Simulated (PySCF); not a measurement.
Computed IR spectrum (relative IR intensity) of a molecule H8OSi3. Geometry: PBE-D3(BJ)/def2-SVP. One conformer was computed; it need not be the lowest. These are PBE-D3(BJ)/def2-SVP in PySCF 2.14.0 values and carry that method's errors. Frequencies are harmonic and unscaled.

Lines under 2 % of the strongest are left out, and lines within 2 cm⁻¹ are merged.

```json
[
 {"ν (cm⁻¹)": "146", "relative intensity": "5.1"},
 {"ν (cm⁻¹)": "233", "relative intensity": "55"},
 {"ν (cm⁻¹)": "391", "relative intensity": "3.4"},
 {"ν (cm⁻¹)": "496", "relative intensity": "3.7"},
 {"ν (cm⁻¹)": "500", "relative intensity": "6.8"},
 {"ν (cm⁻¹)": "528", "relative intensity": "2.1"},
 {"ν (cm⁻¹)": "691", "relative intensity": "85"},
 {"ν (cm⁻¹)": "746", "relative intensity": "27"},
 {"ν (cm⁻¹)": "806", "relative intensity": "100"},
 {"ν (cm⁻¹)": "823", "relative intensity": "96"},
 {"ν (cm⁻¹)": "854", "relative intensity": "6.9"},
 {"ν (cm⁻¹)": "879", "relative intensity": "20"},
 {"ν (cm⁻¹)": "895", "relative intensity": "4.4"},
 {"ν (cm⁻¹)": "900", "relative intensity": "35"},
 {"ν (cm⁻¹)": "907", "relative intensity": "22"},
 {"ν (cm⁻¹)": "2137", "relative intensity": "24"},
 {"ν (cm⁻¹)": "2141", "relative intensity": "24"},
 {"ν (cm⁻¹)": "2152", "relative intensity": "25"},
 {"ν (cm⁻¹)": "2161", "relative intensity": "76"},
 {"ν (cm⁻¹)": "2166", "relative intensity": "69"},
 {"ν (cm⁻¹)": "3755", "relative intensity": "32"}
]
```

Q: Which molecule gave these data?
A) [SiH3]O[SiH2][SiH3]
B) O[SiH2][SiH2][SiH3]
C) O[SiH]([SiH3])[SiH3]

A: C, O[SiH]([SiH3])[SiH3]
